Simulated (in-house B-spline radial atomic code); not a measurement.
The numbers below are computed, except where a source is named.
**Building a PAW p channel for Nb, r_c = 1.46 bohr**

Nb, [Kr] 4d4 5s1, non-relativistic PBE, spherical and spin-unpolarised, from a B-spline radial code for spherical atoms (atomic units; all potentials screened as in the neutral atom).

Two all-electron partial waves φ1, φ2 are integrated outwards at E1 = ε(4p) = -1.246606 and E2 = E1 + 1 hartree; φ1 is the bound orbital and φ2 has unit norm inside r_c = 1.4621 bohr. Smooth partners are polynomials, r^2(a0 + a1 r² + a2 r⁴ + a3 r⁶), matched to φ and three derivatives at r_c, with no condition on the norm. The local potential is -14.9031 + (15.6871) r² + (-7.10879) r⁴ + (1.21298) r⁶ inside 1.1971 bohr and the all-electron one outside.

| wave | φ(r_c) | φ'(r_c) | a0 | a1 | a2 | a3 |
| --- | --- | --- | --- | --- | --- | --- |
| 1 | 0.8526576 | -0.6647421 | 2.022967 | -1.415959 | 0.3955772 | -0.04144782 |
| 2 | 0.5894644 | -2.343993 | 3.174905 | -2.560991 | 0.7285176 | -0.07715104 |

Inside r_c the overlaps are <φi φj> = [[0.66695, 0.80339], [0.80339, 1.00000]] and, for the smooth waves, [[0.72031, 0.88006], [0.88006, 1.11070]]. With χj = (Ej − T − V_local) applied to smooth wave j, the program's quadrature gives the matrix B_ij = <smooth i, χj> as [[1.11254, 1.68247], [1.60580, 2.44406]].

Q: Check the match of the first wave, and find the augmentation charges q_ij.

A: At r_c the four terms are 4.32457, -6.47082, 3.86450, -0.86560, which sum to 0.8527, φ1(r_c) to rounding. q_ij is the all-electron overlap less the smooth one: [[-0.05336, -0.07667], [-0.07667, -0.11070]]. The smooth first wave has a norm of 0.7203 inside r_c against 0.6669, so q11 is negative and must stay small enough for the overlap operator to be positive.

Q: B isn't symmetric. Show that D_ij = B_ij + Ej q_ij is.

A: Integrating by parts gives B12 − B21 = (E1 − E2) q12: 1.68247 − (1.60580) = 0.07667, and −1 × (-0.07667) = 0.07667. So D12 = 1.68247 + (-0.246606)(-0.07667) = 1.70138 and D21 = 1.60580 + (-1.246606)(-0.07667) = 1.70138; D11 = 1.17906, D22 = 2.47136. The projectors, p = (B⁻¹)ᵀ χ, are dual to the smooth waves; det B = 0.017, small beside B11 B22, as the two smooth waves look alike inside r_c.

Solving (T + V_local + Σ p D p) ψ = E (1 + Σ p q p) ψ in a sphere of 9 bohr gives these levels:

| all-electron | one projector | two projectors |
| --- | --- | --- |
| -1.246610 | -1.246610 | -1.246610 |
| -0.025086 | -0.026051 | -0.025086 |
| 0.223308 | 0.221176 | 0.223307 |
| 0.633061 | 0.627395 | 0.633048 |
| 1.196320 | 1.182690 | 1.196250 |

Q: What does the second projector gain?

A: With one projector the errors are 0.00, -0.97, -2.13, -5.67, -13.63 millihartree. With two the errors are 0.00, 0.00, 0.00, -0.01, -0.07 millihartree. The scattering is exact at E1 and at E2 = -0.247, and over all levels compared the largest error is 0.07 millihartree. The lowest eigenvalue of the overlap operator is 0.8043 with one and 0.7729 with two projectors. The smooth orbital alone needs a cutoff of 15 hartree for 1 millihartree of kinetic energy, against 24.2 for a norm-conserving Troullier-Martins orbital of the same radius; part of the gain comes from giving up the norm, part from the simpler form.
